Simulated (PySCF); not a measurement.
# Excitation energy of Tl by level of theory

Tl [Xe] 4f14 5d10 6s2 6p1 (2P) → Tl [Xe] 4f14 5d10 6s1 6p1 7s1 (4P), as a difference of total energies. Calculation: PySCF 2.14, in aug-cc-pVTZ-PP with ECP60MDF; scalar relativity through the core potential. Correlated levels: valence: 5s2 5p6 5d10 frozen. The calculations carry no spin-orbit coupling.

```
           method  excitation energy (cm⁻¹)
              UHF                     63462
    MP2 (valence)                     68009
SCS-MP2 (valence)                     69550
   CCSD (valence)                     69257
CCSD(T) (valence)                     69354
```

The upper state lies above the first ionisation limit, but in LS coupling its spin forbids autoionisation to the ground ion; at this Z spin-orbit coupling breaks that rule. A Rydberg-like electron needs more diffuse functions than a valence basis has.

The promoted electron is Rydberg-like, and one or two diffuse shells describe it only roughly, which tends to raise the upper state.
